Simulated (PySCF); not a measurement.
# [EuH3(H2O)]− at several levels of theory

Computed with PySCF 2.14.0 (density fitting, no spin-orbit coupling) at the geometry relaxed with PBE0:

```xyz
7
[EuH3(H2O)]− (singlet in the valence; each metal's 4f electrons, 7 of them, lie in its core potential, out of spins and levels)
Eu   -0.2616   -0.3720    0.3720
H     0.3894    1.8686    0.7353
H    -1.0332   -1.9348    1.9348
H     0.3894   -0.7353   -1.8686
O    -1.1689    1.3392   -1.3392
H    -0.5610    1.8754   -0.7658
H    -0.5610    0.7658   -1.8754
```

```csv
level,basis,state,HOMO (eV),gap (eV),charge on Eu1 (e),population of f-type functions on Eu1 (polarisation alone where 4f lies in the core),dipole about the centre of mass (D),largest force component (eV/Å)
PBE0,"Eu lcecp-0-SVP with ECP53, H def2-SVP, O def2-SVP",singlet,–,–,-0.03,0.01,0.06,0.00
TPSSh,the same,singlet,–,–,0.06,0.01,0.09,0.39
BLYP,the same,singlet,–,–,-0.23,0.01,0.29,0.85
```

In the lcecp rows the 4f levels are missing from HOMO and gap, and the state counts the valence alone.

Charges are Mulliken's, which hang on the basis. The relaxation used the grid (50, 194), these runs (75, 302) or, all-electron (x2c bases, spin-free X2C Hamiltonian), (99, 590).

Question: What does PBE0 with Eu lcecp-0-TZVP with ECP53, H def2-TZVP, O def2-TZVP give here?

Answer: state singlet, charge on Eu1 (e) 0.32, population of f-type functions on Eu1 (polarisation alone where 4f lies in the core) 0.02, dipole about the centre of mass (D) 0.37, largest force component (eV/Å) 0.17. Time: 7.6 s on 2 threads of Arm Neoverse V2 (shared host), from free ions and atoms.

An lcecp potential fixes the number of 4f electrons, so in runs with it no electron can move into or out of that shell.
